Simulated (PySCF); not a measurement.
C6H8NSi: g tensor and hyperfine couplings

C6H8NSi (doublet state).
Cartesian coordinates in Å at the GFN2-xTB level; atoms count from 1:
```
atom  x, y, z in Å
N1    -2.903    0.021    0.112
C2    -1.520    0.021    0.052
C3    -0.762    0.655    1.040
C4     0.611    0.589    1.020
C5     1.299   -0.103    0.012
Si6    3.135   -0.227    0.015
C7     0.524   -0.741   -0.968
C8    -0.849   -0.678   -0.954
H9    -3.381   -0.177   -0.753
H10   -3.320    0.763    0.652
H11   -1.271    1.201    1.824
H12    1.175    1.092    1.794
H13    3.875    0.712    0.839
H14    3.785   -0.659   -1.210
H15    1.019   -1.286   -1.760
H16   -1.426   -1.174   -1.724
```

The hyperfine couplings belong to this conformer and change with its torsions.

The species is `Nc1ccc([SiH2])cc1` [radical].

Computed with UKS B3LYP, pcH-1 on C H N Si, non-relativistic, mean-field spin-orbit, GIAO in PySCF 2.14.0. One conformer (not necessarily the lowest) at the GFN2-xTB geometry, without solvent, vibrations or thermal averaging. The geometry wasn't refined by DFT: couplings that depend on bond lengths, twists or pyramidal angles can differ widely from those at the functional's own minimum, by a factor of two or more for some ions and for spin on atoms past the first row. No stability test was run, so a lower SCF solution isn't excluded.

```
g1, g2, g3                      : 2.00215, 2.00381, 2.00446
g_iso                           : 2.00347
Form of g                       : rhombic: the two nearest values differ by 28 % of g3 − g1
⟨S²⟩                            : 0.7574 (exact 0.7500)
HOMO–LUMO gap, α and β orbitals : 4.03, 4.05 eV
Total energy                    : -577.68210 Eh
```

Isotropic coupling and dipolar principal values T1 to T3, in MHz:

| atom | isotope | a_iso | of which spin–orbit | T1 | T2 | T3 | Mulliken spin population |
| --- | --- | --- | --- | --- | --- | --- | --- |
| N1 | 14N | 3.8 | 0.0 | -1.8 | -1.7 | 3.5 | 0.03 |
| C2 | 13C | 7.8 | 0.0 | -7.8 | -7.1 | 14.9 | 0.09 |
| C3 | 13C | -7.6 | 0.0 | -5.6 | 2.4 | 3.2 | -0.05 |
| C4 | 13C | 8.9 | 0.0 | -7.4 | -6.8 | 14.2 | 0.08 |
| C5 | 13C | -6.5 | 0.0 | -7.5 | 2.4 | 5.1 | -0.08 |
| Si6 | 29Si | -263.8 | 1.1 | -168.0 | 84.0 | 84.0 | 0.94 |
| C7 | 13C | 8.9 | 0.0 | -7.3 | -6.8 | 14.2 | 0.08 |
| C8 | 13C | -7.6 | 0.0 | -5.6 | 2.4 | 3.2 | -0.05 |
| H9 | 1H | 0.7 | 0.0 | -1.8 | -0.9 | 2.8 | 0.00 |
| H10 | 1H | 0.7 | 0.0 | -1.8 | -0.9 | 2.8 | 0.00 |
| H11 | 1H | 2.2 | 0.0 | -1.2 | -0.2 | 1.4 | 0.00 |
| H12 | 1H | -5.6 | 0.0 | -2.0 | -0.6 | 2.6 | 0.00 |
| H13 | 1H | -9.7 | 0.0 | -10.9 | 2.5 | 8.4 | -0.02 |
| H14 | 1H | -9.7 | 0.0 | -10.9 | 2.5 | 8.4 | -0.02 |
| H15 | 1H | -5.6 | 0.0 | -2.0 | -0.6 | 2.6 | 0.00 |
| H16 | 1H | 2.2 | 0.0 | -1.2 | -0.2 | 1.4 | 0.00 |

The Mulliken spin populations are largest on Si6 (+0.94), C2 (+0.09), C5 (-0.08) and C4 (+0.08). Si6 is the only atom above +0.15. The positive populations add up to 1.23 and the negative ones to -0.23, together 2S = 1. The angles at Si6 add up to 351.8°, so it is slightly pyramidal.

Axes: g3 points within 3° of the C5–Si6 bond.

Under fast tumbling the dipolar parts average out, and these isotropic splittings remain: 2 × 1H (H13/H14, I = 1/2, 3 lines) with 0.35 mT, 2 × 1H (H12/H15, I = 1/2, 3 lines) with 0.20 mT, 1 × 14N (N1, I = 1, 3 lines) with 0.13 mT and 2 × 1H (H11/H16, I = 1/2, 3 lines) with 0.08 mT.

The 13C coupling of C4/C7 (mean 8.9 MHz) shows only in satellite lines or after enrichment, since that isotope makes up about 1.07 % of natural carbon.

The 29Si coupling of Si6 (-263.8 MHz) shows only in satellite lines or after enrichment, since that isotope makes up about 4.7 % of natural silicon.

β density exceeds α density at some nuclei, such as C3/C8 (-0.0068), C5 (-0.0058) and H13/H14 (-0.0022), spin density in bohr⁻³. In a single determinant that takes different orbitals for the two spins, that is spin polarisation.
